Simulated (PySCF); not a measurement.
## MNa cations for M along group 15

HF with double-zeta basis sets in PySCF, for the lowest determinant that a PBE0 search found; no spin–orbit coupling. De refers to high-spin ground-configuration atoms (the charge goes to the atom of lower measured ionisation energy or higher electron affinity, which is not always the lowest computed limit). A positive dipole points towards Na; it is taken about the centre of mass and depends on that origin.

```tsv
M	basis	reference	charged atom	state (unpaired electrons)	Re (Å)	ωe (cm⁻¹)	De (eV)	μ (D)
N	def2-SVP	UHF	Na+	quartet (σ ↑, π ↑↑)	2.731	126	0.12	4.38
As	def2-SVP	UHF	Na+	quartet (σ ↑, π ↑↑)	3.295	93.1	0.21	10.41
Sb	cc-pVDZ/cc-pVDZ-PP	UHF	Na+	quartet (σ ↑, π ↑↑)	3.452	94.0	0.25	11.52
Bi	def2-SVP	UHF	Na+	quartet (σ ↑, π ↑↑)	3.546	85.9	n/a	12.85
```

(1) The row for M = P is missing. Estimate Re, ωe and De as the mean of the rows for N and As, and compare with the calculation.

The rows differ in basis set, which adds steps of its own.

Spin–orbit coupling is left out, which matters for elements this heavy, above all for dissociation energies. For an ion De counts to the pair picked by the measured ionisation energies or electron affinities, which need not be the lowest pair at this level. Hartree–Fock leaves out correlation, which carries a large part of most bond energies and some tenths to 1 eV of ionisation energies. States were picked by a PBE0 search and need not be the measured ground states.

Results:

(1) The means are 3.013 Å, 110 cm⁻¹ and 0.16 eV. UHF in def2-SVP gives NaP⁺ as a quartet (σ ↑, π ↑↑) with Re = 3.202 Å, ωe = 110 cm⁻¹, De = 0.21 eV, so the estimate is off by -18.9 pm, +0 % and -0.04 eV.
